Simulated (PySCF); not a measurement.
**[GdF4]− at several levels of theory**

Computed with PySCF 2.14.0 (density fitting, no spin-orbit coupling) at the geometry relaxed with TPSS:

```xyz
5
[GdF4]− (singlet in the valence; each metal's 4f electrons, 7 of them, lie in its core potential, out of spins and levels)
Gd    0.0000    0.0000    0.0000
F     1.2158    1.2158    1.2158
F    -1.2158   -1.2158    1.2158
F     1.2158   -1.2158   -1.2158
F    -1.2158    1.2158   -1.2158
```

```json
{"level": "TPSS", "basis": "Gd lcecp-1-SVP with ECP53, F def2-SVP", "state": "singlet", "HOMO (eV)": "-2.99", "gap (eV)": "6.37", "charge on Gd1 (e)": "0.91", "population of f-type functions on Gd1 (polarisation alone where 4f lies in the core)": "0.09", "dipole about the centre of mass (D)": "0.00", "largest force component (eV/Å)": "0.00"}
{"level": "B3LYP", "basis": "the same", "state": "singlet", "HOMO (eV)": "-4.56", "gap (eV)": "8.02", "charge on Gd1 (e)": "0.99", "population of f-type functions on Gd1 (polarisation alone where 4f lies in the core)": "0.09", "dipole about the centre of mass (D)": "0.00", "largest force component (eV/Å)": "0.02"}
{"level": "TPSSh", "basis": "the same", "state": "singlet", "HOMO (eV)": "-3.78", "gap (eV)": "7.37", "charge on Gd1 (e)": "1.01", "population of f-type functions on Gd1 (polarisation alone where 4f lies in the core)": "0.09", "dipole about the centre of mass (D)": "0.00", "largest force component (eV/Å)": "0.04"}
{"level": "BLYP", "basis": "the same", "state": "singlet", "HOMO (eV)": "-2.81", "gap (eV)": "5.94", "charge on Gd1 (e)": "0.77", "population of f-type functions on Gd1 (polarisation alone where 4f lies in the core)": "0.09", "dipole about the centre of mass (D)": "0.00", "largest force component (eV/Å)": "0.09"}
{"level": "TPSS", "basis": "Gd lcecp-1-TZVP with ECP53, F def2-TZVP", "state": "singlet", "HOMO (eV)": "-3.39", "gap (eV)": "6.63", "charge on Gd1 (e)": "1.49", "population of f-type functions on Gd1 (polarisation alone where 4f lies in the core)": "0.11", "dipole about the centre of mass (D)": "0.00", "largest force component (eV/Å)": "0.16"}
{"level": "PBE0", "basis": "Gd def2-SVP with ECP28, F def2-SVP", "state": "octet", "HOMO (eV)": "-4.27", "gap (eV)": "4.61", "charge on Gd1 (e)": "1.20", "population of f-type functions on Gd1 (polarisation alone where 4f lies in the core)": "7.07", "dipole about the centre of mass (D)": "0.00", "largest force component (eV/Å)": "0.23"}
```

In the lcecp rows the 4f levels are missing from HOMO and gap, and the state counts the valence alone.

HOMO and gap are taken over both spins. Charges are Mulliken's, which hang on the basis. The relaxation used the grid (50, 194), these runs (75, 302) or, all-electron (x2c bases, spin-free X2C Hamiltonian), (99, 590).

What does CAM-B3LYP with Gd lcecp-1-SVP with ECP53, F def2-SVP give here?

state singlet, HOMO (eV) -6.40, gap (eV) 10.66, charge on Gd1 (e) 1.02, population of f-type functions on Gd1 (polarisation alone where 4f lies in the core) 0.10, dipole about the centre of mass (D) 0.00, largest force component (eV/Å) 0.12. Time: 6.4 s on 2 threads of Arm Neoverse V2, with other jobs on the host, from an already converged density.

In the first row's basis the gap widens with exact exchange: 5.9 to 6.4 eV for BLYP, TPSS (none); 7.4 to 8.0 eV for TPSSh, B3LYP (a fixed share); 10.7 eV for CAM-B3LYP (rising or full at long range).

No frequency check is given that shows the relaxed geometry to be a minimum. An lcecp potential fixes the number of 4f electrons, so in runs with it no electron can move into or out of that shell.

Rows with open f shells in the valence may stand above their lowest state, and their gaps can end on f levels.
